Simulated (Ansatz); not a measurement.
Geometry optimisation, RKS B3LYP-D4/def2-SVP in Ansatz.

input.yaml

```yaml
crystal:
  periodic: [false, false, false]
  atoms:
    - { symbol: B, position_ang: [0.0, 0.0, 0.0] }
    - { symbol: "N", position_ang: [0.0, 0.0, 1.9] }
    - { symbol: H, position_ang: [-0.877, -0.2713, 2.43] }
    - { symbol: H, position_ang: [0.877, 0.2713, 2.43] }
    - { symbol: H, position_ang: [1.0305, 0.0, -0.595] }
    - { symbol: H, position_ang: [-1.0305, 0.0, -0.595] }
    - { symbol: Br, position_ang: [-0.2927, 2.2013, 0.7379] }
    - { symbol: H, position_ang: [-0.1505, 1.1322, 1.8085] }
basis:
  gaussian: { orbitals: def2-SVP }
hamiltonian:
  xc: b3lyp
  dispersion: d4
relax:
  f_tol: 0.15
  max_steps: 25
  restrain:
    - { distance: [0, 6], at: 3.24, k: 30.0 }
    - { distance: [7, 1], at: 2.26, k: 30.0 }
    - { distance: [0, 1], at: 1.55, k: 30.0 }
    - { distance: [7, 6], at: 1.55, k: 30.0 }
output:
  orbitals: {}
```

Command:

```bash
$ ansatz run input.yaml --threads 2 --pin off --max-ram 3072MiB --backend cpu --events-out ev --progress --plain --runs-dir out
```

**Question.** Where does it end, and by what steps?

**Answer.** It converged. The restraints hold the end off the free minimum. After 8 steps the energy has fallen by 2.727 eV (the restraints' own energy left out); Br7 moved furthest, 0.89 Å. Parted: B1–Br7 (2.34 → 3.25 Å), N2–H8 (1.15 → 2.26 Å).

```tsv
step	energy less start (eV)	largest force component (eV/Å)	accepted
0	0.0000	4.860	yes
1	-0.3306	3.006	yes
2	-0.6466	2.966	yes
3	-1.2498	2.614	yes
4	-2.2935	1.965	yes
5	-2.6642	2.254	yes
6	-2.7275	2.223	yes
7	-2.7341	2.214	yes
8	-2.7267	2.371	yes
```

```xyz
8
Properties=species:S:1:pos:R:3
B 0.014 -0.124 0.276
N 0.045 -0.360 1.729
H -0.776 -0.633 2.255
H 0.908 -0.397 2.258
H 1.052 0.098 -0.286
H -1.044 -0.196 -0.289
Br -0.398 3.077 0.645
H -0.244 1.869 1.527
```

Run time: 17 s on 2 threads of Arm Neoverse V2, with other jobs on the host, peak memory 0.17 GiB.
